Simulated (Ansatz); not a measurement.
Name a neutral molecule of C, Ge, S and H with LUMO energy (PBE/def2-TZVPP) between -3.45 and -3.15 eV and HOMO energy (ωB97M-V/def2-TZVPP) between -8.10 and -7.80 eV (Ansatz, PBE0-D4/def2-TZVP geometry).

`S=[C]1[CH2][GeH2]1` (-3.19 eV, -8.00 eV). Other molecules can fit too; these were computed, each in one conformer that needn't be the lowest.
